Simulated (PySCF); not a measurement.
**Partial charges of `C=CC1C=CP(C)C=C1`**

Compound: C8H11P.
Z-matrix (Å and degrees, GFN2-xTB geometry), rows numbered from 1:
```
C 
C   1  1.3183
C   2  1.5067  1  124.60
C   3  1.5056  2  108.48  1  -119.69
C   4  1.3253  3  122.85  2   -79.78
P   5  1.8145  4  121.98  3     1.36
C   6  1.8577  5   98.69  4  -134.22
C   6  1.8145  5   95.44  4   -34.60
C   8  1.3253  6  121.99  5    34.62
H   1  1.0768  2  121.82  3   179.93
H   1  1.0783  2  121.98  3    -0.09
H   2  1.0832  1  121.49  3  -179.91
H   3  1.0939  2  109.24  1     0.02
H   4  1.0816  3  115.95  2    99.83
H   5  1.0822  4  121.67  3   178.26
H   7  1.0887  6  108.83  5   169.35
H   7  1.0886  6  108.89  5   -72.50
H   7  1.0887  6  111.09  5    48.44
H   8  1.0822  6  116.27  5  -148.28
H   9  1.0816  3  115.97  2   -99.96
```

Density: PBE0/pcSseg-1 (PySCF); schemes: Mulliken, IAO, Hirshfeld and ESP-fitted. The structure is a single GFN2-xTB conformer in the gas phase; no vibrational or solvent corrections.

Question: Do the Mulliken, IAO, Hirshfeld and ESP-fitted schemes agree on where the charge is lowest?

Answer: The schemes don't all agree: Mulliken C7 (-0.480); IAO C7 (-0.605); Hirshfeld C7 (-0.163); ESP-fitted C4 (-0.620).

Question: At which atom do the 4 schemes differ most?

Answer: At C3: from -0.341 (Mulliken) to +0.777 e (ESP-fitted), 1.118 e apart.

Question: Give the atomic charges in each scheme.

Answer: In e:

```json
{"atom": "C1", "environment": "terminal =CH2 carbon", "Mulliken": "-0.144", "IAO": "-0.330", "Hirshfeld": "-0.111", "ESP-fitted": "-0.450"}
{"atom": "C2", "environment": "alkene CH carbon", "Mulliken": "-0.128", "IAO": "-0.116", "Hirshfeld": "-0.038", "ESP-fitted": "-0.230"}
{"atom": "C3", "environment": "allylic carbon", "Mulliken": "-0.341", "IAO": "-0.132", "Hirshfeld": "-0.029", "ESP-fitted": "+0.777"}
{"atom": "C4", "environment": "alkene CH carbon", "Mulliken": "-0.010", "IAO": "-0.140", "Hirshfeld": "-0.044", "ESP-fitted": "-0.620"}
{"atom": "C5", "environment": "alkene CH carbon", "Mulliken": "-0.348", "IAO": "-0.364", "Hirshfeld": "-0.108", "ESP-fitted": "+0.105"}
{"atom": "P6", "environment": "phosphine phosphorus", "Mulliken": "+0.444", "IAO": "+0.531", "Hirshfeld": "+0.161", "ESP-fitted": "-0.204"}
{"atom": "C7", "environment": "sp3 carbon bound to phosphorus", "Mulliken": "-0.480", "IAO": "-0.605", "Hirshfeld": "-0.163", "ESP-fitted": "-0.257"}
{"atom": "C8", "environment": "alkene CH carbon", "Mulliken": "-0.348", "IAO": "-0.364", "Hirshfeld": "-0.108", "ESP-fitted": "+0.075"}
{"atom": "C9", "environment": "alkene CH carbon", "Mulliken": "-0.010", "IAO": "-0.140", "Hirshfeld": "-0.044", "ESP-fitted": "-0.579"}
{"atom": "H10", "environment": "vinylic hydrogen", "Mulliken": "+0.115", "IAO": "+0.153", "Hirshfeld": "+0.046", "ESP-fitted": "+0.201"}
{"atom": "H11", "environment": "vinylic hydrogen", "Mulliken": "+0.105", "IAO": "+0.141", "Hirshfeld": "+0.042", "ESP-fitted": "+0.157"}
{"atom": "H12", "environment": "vinylic hydrogen", "Mulliken": "+0.139", "IAO": "+0.146", "Hirshfeld": "+0.035", "ESP-fitted": "+0.135"}
{"atom": "H13", "environment": "methine hydrogen", "Mulliken": "+0.115", "IAO": "+0.143", "Hirshfeld": "+0.047", "ESP-fitted": "-0.033"}
{"atom": "H14", "environment": "vinylic hydrogen", "Mulliken": "+0.102", "IAO": "+0.151", "Hirshfeld": "+0.048", "ESP-fitted": "+0.191"}
{"atom": "H15", "environment": "vinylic hydrogen", "Mulliken": "+0.126", "IAO": "+0.155", "Hirshfeld": "+0.046", "ESP-fitted": "+0.121"}
{"atom": "H16", "environment": "methyl hydrogen", "Mulliken": "+0.145", "IAO": "+0.156", "Hirshfeld": "+0.044", "ESP-fitted": "+0.123"}
{"atom": "H17", "environment": "methyl hydrogen", "Mulliken": "+0.145", "IAO": "+0.156", "Hirshfeld": "+0.044", "ESP-fitted": "+0.122"}
{"atom": "H18", "environment": "methyl hydrogen", "Mulliken": "+0.148", "IAO": "+0.152", "Hirshfeld": "+0.039", "ESP-fitted": "+0.061"}
{"atom": "H19", "environment": "vinylic hydrogen", "Mulliken": "+0.126", "IAO": "+0.155", "Hirshfeld": "+0.046", "ESP-fitted": "+0.125"}
{"atom": "H20", "environment": "vinylic hydrogen", "Mulliken": "+0.102", "IAO": "+0.151", "Hirshfeld": "+0.048", "ESP-fitted": "+0.179"}
```

Mean size of the charges over all atoms: ESP-fitted 0.237 e, IAO 0.219 e, Mulliken 0.181 e, Hirshfeld 0.065 e. Each set sums to the total charge, 0, to within 0.001 e. The Hirshfeld scheme divides the density at each point in proportion to the densities of the neutral, spherically averaged free atoms.

Question: Sum the charges by element, for elements with more than one atom.

Answer: 
```csv
element,atoms,Mulliken,IAO,Hirshfeld,ESP-fitted
C,8,-1.810,-2.191,-0.645,-1.179
H,11,+1.367,+1.660,+0.485,+1.383
```

Question: How closely do the schemes follow one another over all atoms?

Answer: Correlation coefficient and root-mean-square difference: IAO with Hirshfeld 1.00, 0.183 e; Mulliken with IAO 0.95, 0.086 e; Mulliken with Hirshfeld 0.93, 0.155 e; Hirshfeld with ESP-fitted 0.30, 0.296 e; IAO with ESP-fitted 0.27, 0.346 e; Mulliken with ESP-fitted -0.02, 0.385 e.
